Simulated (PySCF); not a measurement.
P (SMILES [P-]), charge -1, triplet (in this run its highest filled SCF level lies above zero, so its values depend strongly on the basis, on diffuse functions most of all); BLYP/def2-SVP (PySCF).

The PySCF input:
```python
from pyscf import gto, scf, dft

mol = gto.Mole()
mol.atom = '''
    P     0.000000    0.000000    0.000000
'''
mol.basis = 'def2-svp'
mol.charge = -1
mol.spin = 2
mol.verbose = 4
mol.build()

mf = dft.UKS(mol)
mf.xc = 'blyp'
mf.grids.atom_grid = (99, 590)
mf.grids.prune = None
mf.kernel()
```

**Question.** Write the output that PySCF gives for this input, abridged.

**Answer.** 
```
PySCF version 2.14.0

[INPUT] verbose = 4
[INPUT] num. atoms = 1
[INPUT] num. electrons = 16
[INPUT] charge = -1
[INPUT] spin (= nelec alpha-beta = 2S) = 2
[INPUT] symmetry False subgroup None
[INPUT] Mole.unit = angstrom
[INPUT] Symbol           X                Y                Z      unit          X                Y                Z       unit  Magmom
[INPUT]  1 P      0.000000000000   0.000000000000   0.000000000000 AA    0.000000000000   0.000000000000   0.000000000000 Bohr   0.0

nuclear repulsion = 0
number of shells = 8
number of NR pGTOs = 36
number of NR cGTOs = 18
basis = def2-svp
ecp = {}

******** <class 'pyscf.dft.uks.UKS'> ********
method = UKS
initial guess = minao
damping factor = 0
level_shift factor = 0
DIIS = <class 'pyscf.scf.diis.CDIIS'>
diis_start_cycle = 1
diis_space = 8
diis_damp = 0
SCF conv_tol = 1e-09
SCF conv_tol_grad = None
SCF max_cycles = 50
direct_scf = True
direct_scf_tol = 1e-13
number electrons alpha = 9  beta = 7
XC library pyscf.dft.libxc version 7.1.2
    S. Lehtola, C. Steigemann, M. J. T. Oliveira, and M. A. L. Marques,  SoftwareX 7, 1–5 (2018)
XC functionals = blyp
    A. D. Becke,  Phys. Rev. A 38, 3098 (1988)
    C. Lee, W. Yang, and R. G. Parr,  Phys. Rev. B 37, 785 (1988)
    B. Miehlich, A. Savin, H. Stoll, and H. Preuss,  Chem. Phys. Lett. 157, 200 (1989)
radial grids:
    Treutler-Ahlrichs [JCP 102, 346 (1995); DOI:10.1063/1.469408] (M4) radial grids

becke partition: Becke, JCP 88, 2547 (1988); DOI:10.1063/1.454033
pruning grids: None
grids dens level: 3
symmetrized grids: False
atomic radii adjust function: <function treutler_atomic_radii_adjust>
User specified grid scheme (99, 590)
small_rho_cutoff = 0
Set gradient conv threshold to 3.16228e-05
tot grids = 58416
init E= -341.055823428684

cycle= 1 E= -341.106819073441  delta_E= -0.051  |g|= 0.171  |ddm|= 0.902
cycle= 2 E= -341.118616699473  delta_E= -0.0118  |g|= 0.137  |ddm|= 0.729
cycle= 3 E= -341.1324158767  delta_E= -0.0138  |g|= 0.00374  |ddm|= 0.312
cycle= 4 E= -341.132424315829  delta_E= -8.44e-06  |g|= 0.00026  |ddm|= 0.00617
cycle= 5 E= -341.132424388336  delta_E= -7.25e-08  |g|= 1.17e-05  |ddm|= 0.000598
cycle= 6 E= -341.132424388517  delta_E= -1.81e-10  |g|= 1.36e-06  |ddm|= 3.29e-05
Extra cycle  E= -341.13242438852  delta_E= -2.5e-12  |g|= 5.23e-07  |ddm|= 4.89e-06
converged SCF energy = -341.13242438852  <S^2> = 2.0016049  2S+1 = 3.0010697
```
